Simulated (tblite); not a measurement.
Species: C6H9N3S.
Geometry (GFN2-xTB, Å), atoms numbered from 1 in this order:
```xyz
19
C6H9N3S angstrom
C     -3.180   -0.328    0.110
C     -2.298    0.415   -0.896
C     -0.862    0.065   -0.674
C     -0.067    0.715    0.258
C      1.245    0.248    0.358
S      2.379    0.969    1.464
C      3.851   -0.027    1.110
N      1.665   -0.767   -0.400
N      0.857   -1.323   -1.236
N     -0.358   -0.946   -1.395
H     -4.223   -0.060   -0.042
H     -2.901   -0.071    1.130
H     -3.072   -1.402   -0.020
H     -2.577    0.123   -1.908
H     -2.432    1.492   -0.779
H     -0.425    1.532    0.864
H      4.638    0.347    1.757
H      4.116    0.094    0.065
H      3.634   -1.068    1.323
```

Level: GFN2-xTB in tblite, geometry and Hessian alike; calculated harmonic values, unscaled, isolated species. Against measured fundamentals such values can be off by several per cent, at times by over 20. One conformer, not necessarily the lowest.

Harmonic wavenumbers (cm⁻¹): 26.2, 58.9, 93.2, 122.9, 145.0, 153.9, 203.0, 242.7, 278.5, 373.2, 391.1, 426.0, 528.7, 608.2, 734.4, 740.2, 760.3, 824.2, 849.8, 893.1, 952.3, 957.4, 1031.2, 1046.2, 1054.5, 1075.6, 1090.3, 1123.0, 1226.2, 1228.7, 1304.4, 1311.4, 1314.6, 1363.2, 1405.9, 1423.6, 1430.9, 1452.9, 1462.6, 1494.9, 1498.2, 1507.1, 2981.1, 3008.3, 3033.5, 3044.1, 3046.9, 3047.0, 3054.1, 3065.9, 3087.6.

A = 2718, B = 658.6, C = 557.9 MHz; mass 155.052 u (most abundant isotopes); point group C1, symmetry number 1.

Q: Zero-point energy?

A: Half the sum of the wavenumbers: 31789 cm⁻¹ = 380.28 kJ/mol.

Q: Entropy at 400 K, 1 bar (ideal gas, RRHO, classical rotation)?

A: Translation 177.87, rotation 129.83, vibration 188.24: S = 495.9 J/(mol K).

Q: And Cp and H(400 K) − H(0)?

A: Cp = 208.71 J/(mol K), of which vibrations give 175.45 (their classical limit is 51 R = 424.0); H(400 K) − H(0) = 50.28 kJ/mol without the zero-point energy, 36.98 from vibrations.

Q: How do the functions run with temperature in this model?

A: 
| T (K) | S (J/(mol K)) | Cp (J/(mol K)) | H − H(0) (kJ/mol) | G − H(0) (kJ/mol) | ln q(vib) |
| --- | --- | --- | --- | --- | --- |
| 100 | 310.3 | 87.7 | 6.05 | -24.97 | 2.57 |
| 200 | 383.2 | 126.4 | 16.80 | -59.84 | 5.75 |
| 300 | 442.1 | 167.3 | 31.45 | -101.17 | 8.70 |
| 500 | 546.5 | 244.9 | 73.01 | -200.25 | 14.27 |
| 800 | 679.4 | 319.3 | 158.73 | -384.82 | 22.07 |
| 1000 | 754.3 | 350.6 | 225.90 | -528.35 | 26.87 |

q(vib) and H(0) count from the zero-point level.

Q: Which modes carry the vibrational entropy at 400 K?

A: 26.2 cm⁻¹: 27.96; 58.9 cm⁻¹: 21.23; 93.2 cm⁻¹: 17.44; 122.9 cm⁻¹: 15.17; 145.0 cm⁻¹: 13.82; 153.9 cm⁻¹: 13.34 J/(mol K); the other 45 give 79.28 together.

Q: What must be added to the electronic energy to get the Gibbs energy at 400 K and 1 bar?

A: ZPE + [H(400 K) − H(0)] − T·S = 380.28 + 50.28 − 198.38 = 232.18 kJ/mol.

Q: Blend soft modes into free rotors: weight 1/[1 + (100 cm⁻¹/ν̃)⁴] for the oscillator and the rest for a rotor with moment μB/(μ + B), μ = h/(8π²ν), B = 10⁻⁴⁴ kg m². What vibrational entropy results?

A: 169.95 J/(mol K) in place of 188.24, which changes −T·S at 400 K by +7.31 kJ/mol.

Hindered rotation and anharmonicity are outside this model. Other conformers, if any are populated, would add a mixing term that is left out. The structure is chiral; the term R ln 2 for an equal mix with its mirror image is left out.
